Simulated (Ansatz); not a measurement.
Relaxation of CH₆BFO₂ (11 atoms, charge 0, multiplicity 1), to a largest force component of 0.03 eV/Å in at most 50 steps.

Theory: RKS PBE0-D4/6-31G* in Ansatz 0.2.0.

```xyz
11
Properties=species:S:1:pos:R:3
B -0.335 0.100 -1.266
F 0.896 -0.348 -1.671
O -0.531 1.426 -1.036
O -1.338 -0.802 -1.189
H 1.076 -0.643 0.485
C 0.635 -0.384 1.437
H 0.291 1.922 -1.131
H -2.166 -0.377 -0.934
H -0.330 0.105 1.304
H 0.499 -1.295 2.026
H 1.303 0.294 1.975
```

Where does it end, and by what steps?

It converged. After 11 steps the energy has fallen by 0.107 eV; H9 moved furthest, 0.57 Å.

| step | energy less start (eV) | largest force component (eV/Å) | accepted |
| --- | --- | --- | --- |
| 0 | 0.0000 | 1.056 | yes |
| 1 | -0.0768 | 0.739 | yes |
| 2 | -0.0972 | 0.380 | yes |
| 3 | -0.1005 | 0.119 | yes |
| 4 | -0.1017 | 0.059 | yes |
| 5 | -0.1028 | 0.098 | yes |
| 6 | -0.1038 | 0.104 | yes |
| 7 | -0.1049 | 0.108 | yes |
| 8 | -0.1059 | 0.088 | yes |
| 9 | -0.1066 | 0.065 | yes |
| 10 | -0.1068 | 0.081 | yes |
| 11 | -0.1073 | 0.021 | yes |

```xyz
11
Properties=species:S:1:pos:R:3
B -0.462 0.092 -1.483
F 0.777 -0.297 -1.799
O -0.708 1.378 -1.102
O -1.458 -0.823 -1.556
H 1.278 -0.704 0.737
C 0.811 -0.364 1.664
H 0.102 1.902 -1.084
H -2.301 -0.431 -1.298
H 0.104 0.441 1.445
H 0.279 -1.198 2.129
H 1.581 0.003 2.347
```

The run took 60 s on 2 threads of Intel(R) Xeon(R) Processor @ 2.50GHz (Skylake/Cascade Lake), with other jobs on the host, peak memory 0.18 GiB.
